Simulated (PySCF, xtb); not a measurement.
Li(Me) (CH3Li), SMILES [Li][CH3].

Harmonic wavenumbers (cm⁻¹) from GFN2-xTB (xtb 6.7.1) at its own minimum, in rising order: 303, 303, 546, 1262, 1533, 1533, 2903, 2905, 2938.

Question: What does PBE0-D3(BJ)/def2-TZVPD run with PySCF 2.14.0 give at its own minimum? (An estimate is asked for; the answer gives what the named calculation found.)

Answer: 432, 432, 643, 1084, 1435, 1435, 2982, 3055, 3055. Paired by order, the mean absolute difference is 119 cm⁻¹ and the zero-point energies are 20.3 and 20.8 kcal/mol.
